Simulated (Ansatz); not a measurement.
A nudged elastic band was laid between two geometries of C$_{3}$H$_{12}$OSi$_{2}$ (18 atoms, charge 0, multiplicity 1).

All numbers below come from RKS PBE0-D4/6-31G* (Ansatz 0.2.0).

```yaml
movable_images: 7
climbing_image: yes
spring: 5.0 eV/Å²
optimiser: quadratic models (default)
start_path: IDPP
force_threshold: 0.03 eV/Å
iteration_limit: 60
end_points: relaxed
```

Initial state:

```xyz
18
Properties=species:S:1:pos:R:3
C 1.549 -1.037 1.915
O 0.912 -0.283 0.917
C 1.530 -0.433 -0.346
Si 0.548 0.631 -1.586
Si -1.729 0.247 -1.223
C -2.291 0.964 0.427
H 2.598 -0.727 2.047
H 1.533 -2.113 1.680
H 1.007 -0.867 2.849
H 1.517 -1.491 -0.663
H 2.590 -0.127 -0.304
H 0.978 0.249 -2.966
H 0.894 2.071 -1.389
H -1.954 -1.232 -1.253
H -2.527 0.828 -2.348
H -2.195 2.055 0.430
H -3.336 0.711 0.636
H -1.662 0.566 1.229
```

Final state:

```xyz
18
Properties=species:S:1:pos:R:3
C 1.261 -1.323 1.950
O 0.802 -0.448 0.953
C 1.468 -0.643 -0.279
Si 0.731 0.600 -1.522
Si -1.595 0.544 -1.306
C -2.149 1.275 0.342
H 2.333 -1.174 2.156
H 1.107 -2.376 1.665
H 0.691 -1.112 2.858
H 1.321 -1.675 -0.644
H 2.557 -0.499 -0.164
H 1.185 0.212 -2.893
H 1.270 1.965 -1.242
H -2.032 -0.882 -1.416
H -2.228 1.279 -2.446
H -3.231 1.178 0.478
H -1.639 0.754 1.159
H -1.889 2.337 0.403
```

Task: Which bonds break or form, and what moves?

Result: No bond is made or broken. The dihedral Si4–Si5–C6–H16 goes from 64 to -176°. The two ends are copies of one structure, up to a mirror image or an exchange of like atoms.

Task: Give the energies along the band, and the barrier.

Result: The forces met the threshold. The highest image is number 4 of 0 to 8, 0.067 eV above the ends, which have the same energy within 2 meV. A vibrational analysis at the climbing image gives one clearly imaginary mode, 164i cm⁻¹: a first-order saddle point.

```json
{"image": "0", "path coordinate (Å)": "0.00", "energy (eV)": "0.000", "dihedral Si4–Si5–C6–H16 (°)": "64"}
{"image": "1", "path coordinate (Å)": "0.45", "energy (eV)": "0.009", "dihedral Si4–Si5–C6–H16 (°)": "79"}
{"image": "2", "path coordinate (Å)": "0.91", "energy (eV)": "0.032", "dihedral Si4–Si5–C6–H16 (°)": "94"}
{"image": "3", "path coordinate (Å)": "1.36", "energy (eV)": "0.057", "dihedral Si4–Si5–C6–H16 (°)": "109"}
{"image": "4", "path coordinate (Å)": "1.81", "energy (eV)": "0.067", "dihedral Si4–Si5–C6–H16 (°)": "124"}
{"image": "5", "path coordinate (Å)": "2.27", "energy (eV)": "0.057", "dihedral Si4–Si5–C6–H16 (°)": "140"}
{"image": "6", "path coordinate (Å)": "2.74", "energy (eV)": "0.033", "dihedral Si4–Si5–C6–H16 (°)": "155"}
{"image": "7", "path coordinate (Å)": "3.20", "energy (eV)": "0.009", "dihedral Si4–Si5–C6–H16 (°)": "170"}
{"image": "8", "path coordinate (Å)": "3.66", "energy (eV)": "0.000", "dihedral Si4–Si5–C6–H16 (°)": "-176"}
```

Task: What is the geometry of the highest image?

Result: 
```xyz
18
Properties=species:S:1:pos:R:3
C 1.269 -1.316 1.919
O 0.810 -0.441 0.923
C 1.483 -0.628 -0.305
Si 0.727 0.613 -1.537
Si -1.594 0.541 -1.276
C -2.154 1.248 0.390
H 2.340 -1.163 2.129
H 1.121 -2.369 1.632
H 0.695 -1.110 2.826
H 1.346 -1.659 -0.675
H 2.569 -0.474 -0.187
H 1.163 0.238 -2.917
H 1.256 1.981 -1.254
H -2.018 -0.885 -1.416
H -2.239 1.281 -2.405
H -2.882 2.053 0.252
H -2.623 0.464 0.993
H -1.306 1.636 0.960
```

Task: What are the harmonic wavenumbers there?

Result: 164i, 45, 56, 89, 127, 152, 224, 247, 370, 428, 447, 484, 608, 652, 695, 712, 758, 801, 875, 881, 909, 935, 951, 999, 1191, 1192, 1226, 1249, 1325, 1332, 1491, 1491, 1496, 1512, 1514, 1541, 2220, 2226, 2232, 2238, 2993, 3015, 3033, 3069, 3088, 3165, 3177, 3183 cm⁻¹.

The band took 4 iterations and roughly 6 core-minutes.

Run time: 3.3 min on 2 threads of Arm Neoverse V1, on a shared host, peak memory 0.33 GiB.
